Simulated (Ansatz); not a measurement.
Relaxation of CH₅ClOZn (9 atoms, charge 0, multiplicity 1), to a largest force component of 0.03 eV/Å in at most 50 steps.

Theory: RKS PBE-D4/def2-SVP (Ansatz).

```xyz
9
Properties=species:S:1:pos:R:3
Zn -1.315 -1.184 -1.697
H -0.006 -1.775 -1.164
Cl -3.157 -0.507 -2.482
H 0.871 -0.199 -0.500
O 0.737 0.722 -0.207
C 0.724 0.718 1.207
H -0.019 0.007 1.644
H 1.721 0.482 1.654
H 0.444 1.736 1.545
```

Question: Where does it end, and by what steps?

Answer: It converged. After 18 steps the energy has fallen by 0.584 eV; Cl3 moved furthest, 1.89 Å. Joined: Zn1–O5 (3.17 → 2.15 Å).

```json
{"step": "0", "energy less start (eV)": "0.0000", "largest force component (eV/Å)": "0.180", "accepted": "yes"}
{"step": "1", "energy less start (eV)": "-0.0712", "largest force component (eV/Å)": "0.234", "accepted": "yes"}
{"step": "2", "energy less start (eV)": "-0.1507", "largest force component (eV/Å)": "0.449", "accepted": "yes"}
{"step": "3", "energy less start (eV)": "-0.1995", "largest force component (eV/Å)": "0.877", "accepted": "yes"}
{"step": "4", "energy less start (eV)": "-0.2473", "largest force component (eV/Å)": "0.734", "accepted": "yes"}
{"step": "5", "energy less start (eV)": "-0.3090", "largest force component (eV/Å)": "0.316", "accepted": "yes"}
{"step": "6", "energy less start (eV)": "-0.3486", "largest force component (eV/Å)": "0.230", "accepted": "yes"}
{"step": "7", "energy less start (eV)": "-0.3908", "largest force component (eV/Å)": "0.186", "accepted": "yes"}
{"step": "8", "energy less start (eV)": "-0.4332", "largest force component (eV/Å)": "0.184", "accepted": "yes"}
{"step": "9", "energy less start (eV)": "-0.4757", "largest force component (eV/Å)": "0.219", "accepted": "yes"}
{"step": "10", "energy less start (eV)": "-0.5164", "largest force component (eV/Å)": "0.294", "accepted": "yes"}
{"step": "11", "energy less start (eV)": "-0.5203", "largest force component (eV/Å)": "0.441", "accepted": "yes"}
{"step": "12", "energy less start (eV)": "-0.5359", "largest force component (eV/Å)": "0.455", "accepted": "yes"}
{"step": "13", "energy less start (eV)": "-0.5461", "largest force component (eV/Å)": "0.462", "accepted": "yes"}
{"step": "14", "energy less start (eV)": "-0.5682", "largest force component (eV/Å)": "0.405", "accepted": "yes"}
{"step": "15", "energy less start (eV)": "-0.5609", "largest force component (eV/Å)": "0.452", "accepted": "no"}
{"step": "16", "energy less start (eV)": "-0.5821", "largest force component (eV/Å)": "0.053", "accepted": "yes"}
{"step": "17", "energy less start (eV)": "-0.5832", "largest force component (eV/Å)": "0.054", "accepted": "yes"}
{"step": "18", "energy less start (eV)": "-0.5838", "largest force component (eV/Å)": "0.023", "accepted": "yes"}
```

```xyz
9
Properties=species:S:1:pos:R:3
Zn -0.822 -0.966 -1.483
H -0.126 -2.144 -2.204
Cl -2.417 0.425 -1.013
H 1.442 -0.734 0.101
O 0.628 -0.228 -0.072
C 0.387 0.723 0.973
H 0.310 0.231 1.967
H 1.183 1.498 1.004
H -0.584 1.194 0.728
```

Time of the run: 30 s on 2 threads of Intel(R) Xeon(R) Platinum 8488C (Sapphire Rapids), with other jobs on the host, peak memory 0.18 GiB.
